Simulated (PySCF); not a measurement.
**UHF on Cr (chromium, neutral)**

Configuration: [Ar] 3d4 4s1 4p1, one real determinant (an excited configuration). Computed with PySCF 2.14 in aug-cc-pVTZ with one added diffuse shell each of s, p, d, f, g type (9s8p6d4f3g, 118 functions), with no relativity, point nucleus.

```json
{"Total energy": "-1043.282096 hartree", "One-electron energy": "-1434.2914 hartree", "Hartree (Coulomb) energy": "438.6075 hartree", "Exchange energy": "-47.5982 hartree", "Kinetic energy": "1043.32760 hartree", "⟨S²⟩": "12.0015", "⟨L²⟩": "7.960", "Sum of ⟨r⟩": "22.17 bohr", "Sum of ⟨r²⟩": "48.95 bohr²", "Traceless quadrupole moment −½Σ⟨3z² − r²⟩ along its main axis": "-9.35 e·bohr²", "Density at the nucleus (Gaussians lack the cusp)": "9260 bohr⁻³", "Spin density at the nucleus": "2.71 bohr⁻³", "Langevin diamagnetic susceptibility": "-38.8 ×10⁻⁶ cm³/mol"}
```

| shell | electrons | mean orbital energy (eV) | spread (eV) | rms radius, mean of both spins (bohr) |
| --- | --- | --- | --- | --- |
| 1s α | 1 | -6003.5 | 0 | 0.0743 |
| 1s β | 1 | -6003.4 | 0 | 0.0743 |
| 2s α | 1 | -721.63 | 0 | 0.319 |
| 2s β | 1 | -718.97 | 0 | 0.319 |
| 2p α | 3 | -610.78 | 0.111 | 0.288 |
| 2p β | 3 | -608.18 | 0.728 | 0.288 |
| 3s α | 1 | -100.32 | 0 | 0.972 |
| 3s β | 1 | -91.720 | 0 | 0.972 |
| 3p α | 3 | -67.231 | 1.404 | 1.05 |
| 3p β | 3 | -56.933 | 1.680 | 1.05 |
| 3d α | 4 | -16.526 | 1.070 | 1.39 |
| 4s α | 1 | -9.141 | 0 | 3.50 |
| 4p α | 1 | -5.107 | 0 | 4.45 |

⟨L²⟩ = 7.96 against 12 for a pure F term, so this real determinant mixes terms.

Spin-orbit constants ζ (cm⁻¹) from the X2C one-electron operator on these orbitals (non-relativistic here): bare nucleus, nucleus screened by l(l+1)(2l+1)/3 electrons, and screened by the Breit-Pauli mean field of the electrons.

| shell | bare | screened nucleus | mean field |
| --- | --- | --- | --- |
| 2p | 47750 | 43780 | n/a |
| 3p | 5510 | 5051 | n/a |
| 3d | 469.3 | 273.7 | n/a |
| 4p | 216.4 | 198.4 | n/a |

To first order the Landé constant is A = 41.44 cm⁻¹, so the lowest level has J = 0 and lies 0.0616 eV below the centre of the term. This holds in LS coupling only.
